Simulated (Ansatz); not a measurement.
The same path of AsH$_{3}$O$_{2}$ (6 atoms, charge 0, multiplicity 1) was run twice with different band settings. The coordinate that changes most is the dihedral H4–O1–As2–O3.

The calculation used Ansatz 0.2.0, RKS PBE0/def2-mTZVP.

Relaxed end points:

```xyz
6
Properties=species:S:1:pos:R:3
O -1.355 -0.043 -0.479
As 0.414 0.251 -0.585
O 0.933 -0.139 1.090
H -1.570 -0.867 -0.931
H 0.237 1.725 -0.237
H 1.384 -0.991 1.095
```

```xyz
6
Properties=species:S:1:pos:R:3
O -0.757 -0.315 -1.272
As 0.707 0.320 -0.466
O 0.522 -0.378 1.184
H -1.548 -0.135 -0.750
H 0.100 1.647 0.018
H 1.019 -1.202 1.240
```

Common settings: movable images 7; climbing image yes; spring 5.0 eV/Å²; start path IDPP; force threshold 0.03 eV/Å; iteration limit 60; end points relaxed.

| run | optimiser | largest step |
| --- | --- | --- |
| 1 | quadratic models (default) | default |
| 2 | lbfgs | 0.5 Å |

Question: What does each run give, and how far can it be trusted?

Answer: Run 1: converged after 7 iterations, highest image 0.107 eV above the first end. A vibrational analysis at the climbing image gives one clearly imaginary mode, 361i cm⁻¹: a first-order saddle point.
Run 2: converged after 46 iterations, highest image 0.107 eV above the first end. Another band between the same ends (7 images) ends at a top of the same energy, where a vibrational analysis finds 1 clearly imaginary mode.
